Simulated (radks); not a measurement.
Spherical jellium clusters: N electrons in a uniform positive sphere of charge N and radius rs N^(1/3), rs = 5.64 bohr. Calculated with a radial shooting solver with Libxc functionals: non-relativistic Kohn-Sham, LDA (Slater exchange, Perdew-Wang correlation), spin-polarised, spherical densities. Levels are named by radial order and angular momentum (1s, 1p, 1d, 2s, ...), and open shells are averaged over m.

N = 13, configuration 1s2 1p6 1d(up 5, down 0). This is the lowest configuration that the search found. Occupied and some empty levels:

| level | occupation | eigenvalue (eV) | <r> (bohr) |
|---|---|---|---|
| 1s up | 1 | -3.4196 | 8.625 |
| 1s down | 1 | -3.1567 | 8.132 |
| 1p up | 3 | -2.9480 | 9.911 |
| 1p down | 3 | -2.6247 | 9.822 |
| 1d up | 5 | -2.3146 | 10.89 |
| 1d down | 0 | -1.9792 | 11.00 |
| 2s up | 0 | -1.8775 | 8.932 |
| 2s down | 0 | -1.7337 | 9.227 |
| 1f up | 0 | -1.5610 | 11.81 |
| 1f down | 0 | -1.2414 | 12.08 |
| 2p up | 0 | -1.0761 | 11.31 |
| 2p down | 0 | -0.91578 | 11.58 |

Energy (eV): total -22.6204, kinetic 12.809, external -414.22, Hartree 206.62, exchange-correlation -35.900, background 208.06.

Electron density:

| r (bohr) | n(r) (e/bohr^3) |
|---|---|
| 0.417 | 0.0006446 |
| 1.47 | 0.0006975 |
| 2.51 | 0.0008067 |
| 3.56 | 0.0009654 |
| 4.61 | 0.001161 |
| 5.66 | 0.001373 |
| 6.71 | 0.001566 |
| 7.75 | 0.001690 |
| 8.80 | 0.001689 |
| 9.85 | 0.001524 |
| 10.9 | 0.001213 |
| 11.9 | 0.0008332 |
| 13.0 | 0.0004913 |
| 14.0 | 0.0002548 |
| 15.1 | 0.0001191 |
| 16.1 | 0.00005192 |
| 17.2 | 0.00002154 |
| 18.2 | 8.626e-06 |
| 19.3 | 3.376e-06 |
| 20.3 | 1.310e-06 |
